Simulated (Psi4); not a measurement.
BrCl, charge -1, doublet, at the geometry of the source list (a state made from the parent by changing its charge; the spin is typed, not shown lowest) (a gas-phase anion, which may not be bound at this level); WB97M-V/def2-SVPD (Psi4).

The Psi4 input:
```
memory 2 GB

molecule mol {
-1 2
Cl    1.067900    0.000000    0.000000
Br   -1.067900    0.000000    0.000000
}

set {
  basis def2-svpd
  reference uks
}

energy('wb97m-v')
print_variables()
```

Q: Predict the main parts of the log of this Psi4 run.

A: 
```
   => Loading Basis Set <=

    Name: DEF2-SVPD
    Role: ORBITAL
    Keyword: BASIS

         ---------------------------------------------------------
                                   SCF
               by Justin Turney, Rob Parrish, Andy Simmonett
                          and Daniel G. A. Smith
                              UKS Reference
         ---------------------------------------------------------

  ==> Geometry <==

    Molecular point group: c2v
    Full point group: C_inf_v

    Geometry (in Angstrom), charge = -1, multiplicity = 2:

       Center              X                  Y                   Z               Mass
    ------------   -----------------  -----------------  -----------------  -----------------
         CL           0.000000000000     0.000000000000     1.480006531276    34.968852682000
         BR           0.000000000000     0.000000000000    -0.655793468724    78.918337600000

  Running in c2v symmetry.

  Rotational constants: A = ************  B =      0.15251  C =      0.15251 [cm^-1]
  Rotational constants: A = ************  B =   4572.05664  C =   4572.05664 [MHz]
  Nuclear repulsion =  147.420376602982486

  Charge       = -1
  Multiplicity = 2
  Electrons    = 53
  Nalpha       = 27
  Nbeta        = 26

  ==> Algorithm <==

  SCF Algorithm Type is DF.
  DIIS enabled.
  MOM disabled.
  Fractional occupation disabled.
  Guess Type is SAD.
  Energy threshold   = 1.00e-06
  Density threshold  = 1.00e-06
  Integral threshold = 1.00e-12

  ==> Primary Basis <==

  Basis Set: DEF2-SVPD
    Blend: DEF2-SVPD
    Number of shells: 26
    Number of basis functions: 68
    Number of Cartesian functions: 74
    Spherical Harmonics?: true
    Max angular momentum: 2

  ==> DFT Potential <==

   => LibXC <=

    Version 7.1.2
    S. Lehtola, C. Steigemann, M. J. T. Oliveira, and M. A. L. Marques,  SoftwareX 7, 1–5 (2018) (10.1016/j.softx.2017.11.002)

   => Composite Functional: WB97M-V <=

    wB97M-V Hyb-GGA Exchange-Correlation Functional

    N. Mardirossian and M. Head-Gordon,  J. Chem. Phys. 144, 214110 (2016) (10.1063/1.4952647)

    Deriv               =              1
    GGA                 =           TRUE
    Meta                =           TRUE

    Exchange Hybrid     =           TRUE
    MP2 Hybrid          =          FALSE

   => Exchange-Correlation Functionals <=

    1.0000   wB97M-V exchange-correlation functional

   => Exact (HF) Exchange <=

    0.8500            HF,LR [omega = 0.3000]
    0.1500               HF

   => LibXC Density Thresholds  <==

    XC_HYB_MGGA_XC_WB97M_V:  1.00E-13

   => VV10 Non-Local Parameters <=

    VV10 B              =     6.0000E+00
    VV10 C              =     1.0000E-02

   => Molecular Quadrature <=

    Radial Scheme          =       TREUTLER
    Pruning Scheme         =           NONE
    Nuclear Scheme         =       TREUTLER

    Blocking Scheme        =         OCTREE
    BS radius alpha        =              1
    Pruning alpha          =              1
    Radial Points          =             75
    Spherical Points       =            302
    Total Points           =          43549
    Total Blocks           =            421
    Max Points             =            256
    Max Functions          =             67
    Weights Tolerance      =       1.00E-15

   => Loading Basis Set <=

    Name: (DEF2-SVPD AUX)
    Role: JKFIT
    Keyword: DF_BASIS_SCF

  ==> Integral Setup <==

  SCF_SUBTYPE=INCORE selected. In-core MEM_DF algorithm will be used.
  Using in-core AOs.

  ==> MemDFJK: Density-Fitted J/K Matrices <==

    J tasked:                   Yes
    K tasked:                   Yes
    wK tasked:                  Yes
    Omega:                3.000E-01
    Algorithm:                 Core
    Schwarz Cutoff:           1E-12
    Mask sparsity (%):       1.2976
    Fitting Condition:        1E-10

   => Auxiliary Basis Set <=

  Basis Set: (DEF2-SVPD AUX)
    Blend: DEF2-UNIVERSAL-JKFIT
    Number of shells: 98
    Number of basis functions: 394
    Number of Cartesian functions: 526
    Spherical Harmonics?: true
    Max angular momentum: 5

  Minimum eigenvalue in the overlap matrix is 3.3397481767E-03.
  Reciprocal condition number of the overlap matrix is 7.8932258562E-04.
    Using symmetric orthogonalization.

  ==> Pre-Iterations <==

  SCF Guess: Superposition of Atomic Densities via on-the-fly atomic UHF (no occupation information).

   -------------------------
    Irrep   Nso     Nmo
   -------------------------
     A1        32      32
     A2         6       6
     B1        15      15
     B2        15      15
   -------------------------
    Total      68      68
   -------------------------

  ==> Iterations <==

                           Total Energy        Delta E     RMS |[F,P]|

   @DF-UKS iter SAD: -3032.13266050987568   -3.03213e+03   0.00000e+00
   @DF-UKS iter   1: -3033.43846784701373   -1.30581e+00   3.40496e-02 DIIS/ADIIS
   @DF-UKS iter   2: -3033.57227452693860   -1.33807e-01   2.79184e-02 DIIS/ADIIS
   @DF-UKS iter   3: -3033.76098280754650   -1.88708e-01   1.78579e-03 DIIS/ADIIS
   @DF-UKS iter   4: -3033.76264189886933   -1.65909e-03   3.91115e-04 DIIS/ADIIS
   @DF-UKS iter   5: -3033.76279963138131   -1.57733e-04   6.65402e-05 DIIS
   @DF-UKS iter   6: -3033.76281448019881   -1.48488e-05   3.90933e-05 DIIS
   @DF-UKS iter   7: -3033.76281699545007   -2.51525e-06   1.12113e-05 DIIS
   @DF-UKS iter   8: -3033.76281757430615   -5.78856e-07   2.45144e-06 DIIS
   @DF-UKS iter   9: -3033.76281760161555   -2.73094e-08   5.83801e-07 DIIS
  Energy and wave function converged.

  ==> Post-Iterations <==

   Electrons on quadrature grid:
      Nalpha   =   26.9999965573 ; deviation = -3.443e-06
      Nbeta    =   25.9999964730 ; deviation = -3.527e-06
      Ntotal   =   52.9999930303 ; deviation = -6.970e-06

   @Spin Contamination Metric:   2.447534511E-03
   @S^2 Expected:                7.500000000E-01
   @S^2 Observed:                7.524475345E-01
   @S   Expected:                5.000000000E-01
   @S   Observed:                5.000000000E-01

    Orbital Energies [Eh]
    ---------------------

    Alpha Occupied:

[...]
    Alpha Virtual:

[...]
    Beta Occupied:

[...]
    Beta Virtual:

[...]
    Final Occupation by Irrep:
             A1    A2    B1    B2
    DOCC [    13,    1,    6,    6 ]
    SOCC [     1,    0,    0,    0 ]
    NA   [    14,    1,    6,    6 ]
    NB   [    13,    1,    6,    6 ]

  @DF-UKS Final Energy: -3033.76281760161555

   => Energetics <=

    Nuclear Repulsion Energy =            147.4203766029824862
    One-Electron Energy =               -4523.4281002770794657
    Two-Electron Energy =                1437.0133451956571662
    DFT Exchange-Correlation Energy =     -94.9883398615035190
    Empirical Dispersion Energy =           0.0000000000000000
    VV10 Nonlocal Energy =                  0.2199007383279013
    Total Energy =                      -3033.7628176016155521

  UHF NO Occupations:
  HONO-2 :   12 A1 1.9999020
  HONO-1 :   13 A1 1.9991698
  HONO-0 :   14 A1 1.0000000
  LUNO+0 :   15 A1 0.0008302
  LUNO+1 :   16 A1 0.0000980
  LUNO+2 :    7 B2 0.0000837
  LUNO+3 :    7 B1 0.0000837

Computation Completed

Properties will be evaluated at   0.000000,   0.000000,   0.000000 [a0]

Properties computed using the SCF density matrix

 Multipole Moments:

 ------------------------------------------------------------------------------------
     Multipole            Electronic (a.u.)      Nuclear  (a.u.)        Total (a.u.)
 ------------------------------------------------------------------------------------

 L = 1.  Multiply by 2.5417464519 to convert [e a0] to [Debye]
 Dipole X            :          0.0000000            0.0000000            0.0000000
 Dipole Y            :          0.0000000            0.0000000            0.0000000
 Dipole Z            :         -4.6849125            4.1712674           -0.5136451
 Magnitude           :                                                    0.5136451

 ------------------------------------------------------------------------------------

  Variable Map:
  ----------------------------------------------------------------------------
[...]
  Array Variable Map:
  ----------------------------------------------------------------------------
[...]
[...]
```
